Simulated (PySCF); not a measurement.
C6H8Cl2Si.
Structure used (GFN2-xTB), in Å, numbered top down from 1:
```
atom  x, y, z in Å
C1     2.9537    0.6486   -1.1332
C2     2.3217    0.0606   -0.3039
C3     1.5447   -0.6051    0.7118
Cl4    1.4190    0.4809    2.1508
C5     0.1297   -0.9530    0.2420
Cl6    0.3317   -2.2106   -1.0408
C7    -0.6452    0.2076   -0.2940
C8    -1.5439    0.9713    0.6945
Si9   -2.5006    0.0751   -0.6535
H10    3.5150    1.1424   -1.8692
H11    2.0660   -1.5031    1.0584
H12   -0.4134   -1.4468    1.0511
H13   -0.0370    0.8371   -0.9355
H14   -1.4301    2.0459    0.6854
H15   -1.5553    0.5889    1.7056
H16   -3.0028    0.8394   -1.7777
H17   -3.1601   -1.1671   -0.3016
```

Computed at PBE0/pcSseg-1 (PySCF, non-relativistic), with Q(35Cl) = −0.0817 b: Cl4, 35Cl (I = 3/2): χzz = -79.18 MHz, η = 0.028; Cl6, 35Cl (I = 3/2): χzz = -74.84 MHz, η = 0.028.

Find the zero-field quadrupole resonance frequencies of 35Cl at Cl4.

From ν = (|χ|/2)√(1 + η²/3): ν = 39.60 MHz (alkyl chlorine). For 37Cl the ratio of quadrupole moments, 0.7881, gives 31.21 MHz.

Where would the pure quadrupole (NQR) lines of 35Cl at Cl6 fall for the rigid, isolated species?

From ν = (|χ|/2)√(1 + η²/3): ν = 37.43 MHz (alkyl chlorine). For 37Cl the ratio of quadrupole moments, 0.7881, gives 29.50 MHz.

Apply the simplest Townes–Dailey estimate (no s hybridisation, no π bonding), ionic character = 1 − χzz/χ0, where χ0 is the coupling for one missing p electron along the bond: −109.74 MHz for 35Cl.

Cl4 on C3: 1 − (-79.18)/(-109.74) = 0.28; Cl6 on C5: 1 − (-74.84)/(-109.74) = 0.32. In this model a purely covalent bond gives χ0 and a free halide ion gives zero; s hybridisation or π bonding, where present, is counted here as ionic character.

In a crystal, neighbours and librations shift these lines. GFN2-xTB bond lengths can be off by several hundredths of an ångström, more for odd bonds, and the gradients follow them. With so small a basis the couplings can be 20 % off.

These values come from a run that also computed NMR shieldings. Hardware: Arm Neoverse N1, one thread, no GPU, shared host. Cost: 72 s wall, 0.96 GiB resident at most.

One conformer stands for the species.
